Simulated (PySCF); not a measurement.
CH7InOSi.
Bonds: Si1–C2, C2–O3, O3–In4. Hydrogens: H5, H6, H7 on Si1; H8, H9 on C2; H10, H11 on In4.

Theory: PBE0-D3(BJ)/def2-SVP geometry optimisation, gas phase, def2 core potentials past Kr (PySCF).

(1) How far are the bound atoms from In4?

(2) List the angles at In4.

(3) What is the shape at In4?

(4) What are the other bond lengths?

(5) Give some angles away from the centre.

(6) What are the rotational constants (commonest isotopes, rigid rotor)?

Answers

(1) 3 atoms: H11 1.711 Å, H10 1.717 Å, O3 2.008 Å. The nearest atom not counted as bound is C2, at 3.14 Å.

(2) 
```json
{"angle": "H10–In4–H11", "degrees": "135.9", "distance of the outer atoms (Å)": "3.18"}
{"angle": "O3–In4–H10", "degrees": "116.1", "distance of the outer atoms (Å)": "3.17"}
{"angle": "O3–In4–H11", "degrees": "107.9", "distance of the outer atoms (Å)": "3.01"}
```

(3) Planar: angles 135.9°, 116.1° and 107.9°, sum 360.0°, 0.00 Å off the plane of its three neighbours.

(4) Si1–C2 1.903 Å; C2–O3 1.392 Å; Si1–H5, Si1–H6, Si1–H7 1.498 Å; C2–H8, C2–H9 1.111 Å.

(5) Si1–C2–O3 118.8°, C2–O3–In4 133.8°.

(6) A = 7333, B = 1232, C = 1075 MHz: a near-prolate asymmetric top.

Charge 0, singlet. Whether it is a minimum is left open (no frequencies).

Shape of the structure used: `[SiH3:1][CH2:2][O:3][InH2:4]`: Si1–C2–O3–In4 2°.

One conformer stands for the species.
